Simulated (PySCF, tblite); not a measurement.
Isomers of C6H10NO (doublet state), one GFN2-xTB conformer each. Single-point energies are computed at B3LYP/pcH-1 (PySCF, gas phase, no added dispersion term), electronic only. GFN2-xTB treats the open shell by occupation alone, and not every SCF solution was tested for stability.

Problem. Rank them by B3LYP/pcH-1 energy, lowest first (kcal/mol).
A. `[CH2:1]=[CH:2][C:3]([CH3:4])([CH3:5])[N:6][CH:7]=[O:8]` (doublet state) with C1–C2–C3–C4 -116°, C2–C3–N6–C7 -50°, C3–N6–C7–O8 -179°
B. `[H]/[C:1]=[CH:2]/[C:3]([CH3:4])([CH3:5])[NH:6][CH:7]=[O:8]` (doublet state) with C1–C2–C3–C4 119°, C2–C3–N6–C7 -179°, C3–N6–C7–O8 0°
C. `[H]/[N:1]=[C:2]\[CH2:3][CH2:4][CH:5]1[CH2:6][O:7][CH2:8]1` (doublet state) with N1–C2–C3–C4 153°, C2–C3–C4–C5 -65°, C3–C4–C5–C6 74°
D. `[CH2:1][C@@:2]([CH3:3])([CH:4]=[CH2:5])[NH:6][CH:7]=[O:8]` (doublet state) with H–C1–C2–C3 178° and -8°, C1–C2–C4–C5 90°, C1–C2–N6–C7 33°, C2–N6–C7–O8 -5°
E. `[CH3:1][O:2][C@@H:3]1[CH2:4][CH2:5][CH2:6][C:7]=[N:8]1` (doublet state) with C1–O2–C3–C4 -176°, O2–C3–C4–C5 -166°, C3–C4–C5–C6 60°, C4–C5–C6–C7 -42°, C5–C6–C7–N8 14°
F. `[CH2:1][CH2:2][N:3]([CH3:4])[C:5](=[O:6])[CH:7]=[CH2:8]` (doublet state) with H–C1–C2–N3 -37° and 152°, C1–C2–N3–C4 -60°, C2–N3–C5–O6 -3°, N3–C5–C7–C8 151°

Solution. F (0.0), D (0.5), B (6.0), E (6.5), A (13.7), C (31.9).

As drawn, the highest has a four-membered ring and an N–H bond, which the lowest lacks. Neighbours under 5.0 kcal/mol apart ([CH2]CN(C)C(=O)C=C and [CH2][C@@](C)(C=C)NC=O; [H]/[C]=C/C(C)(C)NC=O and CO[C@@H]1CCC[C]=N1) can change places with a better method, another conformer or zero-point energy. GFN2-xTB itself gives, in the same order: 12.8, 15.9, 20.6, 0.0, 5.0, 28.6. GFN2-xTB puts CO[C@@H]1CCC[C]=N1 lowest instead; measured from each level's own lowest isomer, the values differ by up to 15.4 kcal/mol ([CH2][C@@](C)(C=C)NC=O: 15.9 against 0.5).

Problem. What happens when harmonic zero-point energies from GFN2-xTB frequencies are added?

Solution. 
| SMILES | ZPE (kcal/mol) | electronic (kcal/mol) | with ZPE (kcal/mol) |
| --- | --- | --- | --- |
| [CH2]CN(C)C(=O)C=C | 90.4 | 0.0 | 0.0 |
| [CH2][C@@](C)(C=C)NC=O | 90.6 | 0.5 | 0.6 |
| [H]/[C]=C/C(C)(C)NC=O | 90.8 | 6.0 | 6.5 |
| CO[C@@H]1CCC[C]=N1 | 94.1 | 6.5 | 10.2 |
| C=CC(C)(C)[N]C=O | 90.9 | 13.7 | 14.1 |
| [H]/N=[C]\CCC1COC1 | 92.7 | 31.9 | 34.3 |

The zero-point energies span 3.7 kcal/mol. The order is unchanged.
